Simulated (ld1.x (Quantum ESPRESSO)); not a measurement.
# Before and after: RRKJ potential for Ni (Z = 28)

| Quantity | Value |
| --- | --- |
| Element | Ni |
| Generator | ld1.x (Quantum ESPRESSO) 7.5 |
| Type | norm-conserving RRKJ (Kleinman–Bylander form) |
| Functional | BLYP |
| Relativity | scalar-relativistic |
| Frozen core | [Ne] |
| Valence charge | 18 |
| Reference configuration | 3s2 3p6 3d8 4s0 4p0 (charge +2) |
| Partial waves | 3s (bound): rc 0.95 bohr; 3p (bound): rc 1.00 bohr; 3d (bound): rc 1.25 bohr |
| Local potential | the d channel |
| Core correction | none |
| rho0 | 0.005 |

All-electron outer shells of the reference configuration (BLYP, scalar-relativistic, ld1.x):

```tsv
shell	level (eV)	outermost node (bohr)	outermost maximum (bohr)
2p	-864.60	–	0.16
3s	-130.59	0.30	0.64
3p	-91.02	0.27	0.65
3d	-28.39	–	0.63
4s	-21.95	0.91	2.02
4p	-15.34	0.99	2.44
```

Change: wave 3p (bound): rc 1.00 bohr becomes 3p (bound): rc 1.14 bohr.

Cutoffs: the cutoffs (Ry, on a coarse ladder) from which the occupation-weighted sum of valence levels, in a spherical-Bessel basis at the reference potential, stays within 10 and 1 mRy of its value at 400 Ry; they do not see the model core or the augmentation charge, which bear on the density cutoff. Errors are all-electron minus pseudo energies relative to the spin-unpolarised reference configuration.

Question: Predict the effect on cutoff, ghosts and configuration errors.

Answer: The potential gets neither clearly harder nor softer (160 Ry and 300 Ry → 160 Ry and 300 Ry); the errors of the 7 common tests hardly move; neither file shows a bound ghost.

| quantity | base | changed |
| --- | --- | --- |
| cutoff, loose | 160 Ry | 160 Ry |
| cutoff, tight | 300 Ry | 300 Ry |
| bound ghosts | none | none |
| error for 3s2 3p6 3d8 4s2 4p0, meV [ΔE -26.90 eV] | -462 | -462 |
| error for 3s2 3p6 3d8 4s1 4p0, meV [ΔE -17.55 eV] | -293 | -293 |
| error for 3s2 3p6 3d7 4s0 4p0, meV [ΔE 37.47 eV] | -28 | -27 |
| error for 3s2 3p6 3d8 4s0 4p2, meV [ΔE -17.30 eV] | -199 | -199 |
| error for 3s2 3p6 3d6 4s0 4p0, meV [ΔE 95.00 eV] | -77 | -76 |
| error for 3s2 3p6 3d7 4s2 4p1, meV [ΔE -16.39 eV] | -748 | -747 |
| error for 3s2 3p6 3d8 4s1.5 4p0, meV [ΔE -23.19 eV] | -392 | -392 |
| s: phases at 1.35 bohr within 0.05 rad from the reference energy up to (Ry; the scan ends near 5) | 0.6 | 0.6 |
| p: phases at 1.35 bohr within 0.05 rad from the reference energy up to (Ry; the scan ends near 5) | 1.3 | 1.3 |
| d: phases at 1.35 bohr within 0.05 rad from the reference energy up to (Ry; the scan ends near 5) | 2.6 | 2.6 |
